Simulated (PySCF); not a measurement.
UHF on Br⁺ (bromine, charge +1)

Configuration: [Ar] 3d10 4s2 4p4, high-spin 3P determinant. Calculation: PySCF 2.14, in def2-SVP (5s4p3d, 32 functions); the non-relativistic Hamiltonian (point nucleus).

```json
{
  "Total energy": "-2571.685173 hartree",
  "One-electron energy": "-3567.2013 hartree",
  "Hartree (Coulomb) energy": "1084.8904 hartree",
  "Exchange energy": "-89.3743 hartree",
  "Kinetic energy": "2571.72702 hartree",
  "⟨S²⟩": "2.0066",
  "⟨L²⟩": "2.020",
  "Sum of ⟨r⟩": "23.19 bohr",
  "Sum of ⟨r²⟩": "32.42 bohr²",
  "Traceless quadrupole moment −½Σ⟨3z² − r²⟩ along its main axis": "-1.98 e·bohr²",
  "Density at the nucleus (Gaussians lack the cusp)": "27800 bohr⁻³",
  "Spin density at the nucleus": "0.318 bohr⁻³",
  "Langevin diamagnetic susceptibility": "-25.7 ×10⁻⁶ cm³/mol",
  "Time after the integrals": "0.15 s of wall time on 1 thread of Neoverse-N1 (shared host)"
}
```

| shell | electrons | mean orbital energy (hartree) | spread (hartree) | rms radius, mean of both spins (bohr) |
| --- | --- | --- | --- | --- |
| 1s α | 1 | -490.43275 | 0 | 0.0506 |
| 1s β | 1 | -490.42292 | 0 | 0.0506 |
| 2s α | 1 | -65.59663 | 0 | 0.210 |
| 2s β | 1 | -65.59169 | 0 | 0.210 |
| 2p α | 3 | -58.96963 | 0.00842 | 0.185 |
| 2p β | 3 | -58.95931 | 0.00295 | 0.185 |
| 3s α | 1 | -10.29279 | 0 | 0.599 |
| 3s β | 1 | -10.27453 | 0 | 0.599 |
| 3p α | 3 | -7.90430 | 0.02758 | 0.612 |
| 3p β | 3 | -7.87965 | 0.00161 | 0.612 |
| 3d α | 5 | -3.64034 | 0.02529 | 0.648 |
| 3d β | 5 | -3.62779 | 0.01417 | 0.648 |
| 4s α | 1 | -1.46349 | 0 | 1.81 |
| 4s β | 1 | -1.24081 | 0 | 1.81 |
| 4p α | 3 | -0.86662 | 0.07020 | 2.15 |
| 4p β | 1 | -0.77430 | 0 | 2.15 |
